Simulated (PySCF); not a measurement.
**Radial density of I (iodine, neutral)**

M06-2X, [Kr] 4d10 5s2 5p5, 2P determinant. All numbers are calculated (PySCF 2.14, the spin-free X2C one-electron Hamiltonian (Gaussian nucleus), in aug-cc-pVQZ-DK3 (9s8p6d3f2g, 102 functions)).

```json
{"r (bohr)": "0.0261", "4πr²ρ (e/bohr)": "64.65", "4πr²(ρα − ρβ)": "0.0072"}
{"r (bohr)": "0.0438", "4πr²ρ (e/bohr)": "61.70", "4πr²(ρα − ρβ)": "0.0184"}
{"r (bohr)": "0.0737", "4πr²ρ (e/bohr)": "86.85", "4πr²(ρα − ρβ)": "0.0165"}
{"r (bohr)": "0.124", "4πr²ρ (e/bohr)": "71.77", "4πr²(ρα − ρβ)": "-0.0107"}
{"r (bohr)": "0.209", "4πr²ρ (e/bohr)": "71.15", "4πr²(ρα − ρβ)": "0.0313"}
{"r (bohr)": "0.351", "4πr²ρ (e/bohr)": "48.39", "4πr²(ρα − ρβ)": "0.0008"}
{"r (bohr)": "0.590", "4πr²ρ (e/bohr)": "26.06", "4πr²(ρα − ρβ)": "0.0801"}
{"r (bohr)": "0.993", "4πr²ρ (e/bohr)": "17.81", "4πr²(ρα − ρβ)": "-0.0069"}
{"r (bohr)": "1.67", "4πr²ρ (e/bohr)": "5.149", "4πr²(ρα − ρβ)": "0.5092"}
{"r (bohr)": "2.81", "4πr²ρ (e/bohr)": "2.149", "4πr²(ρα − ρβ)": "0.3312"}
{"r (bohr)": "4.72", "4πr²ρ (e/bohr)": "0.1873", "4πr²(ρα − ρβ)": "0.0201"}
{"r (bohr)": "7.95", "4πr²ρ (e/bohr)": "0.001833", "4πr²(ρα − ρβ)": "0.0000"}
```

Densities and radii are taken from the X2C orbitals without a picture-change correction, which distorts them close to the nucleus.

(1) Where is the radial spin density 4πr²(ρα − ρβ) most negative, and why is it negative at all?

Results:

(1) Around r = 0.124 bohr, down to -0.0107 e/bohr: exchange with the open shell polarises the paired shells in an unrestricted calculation.
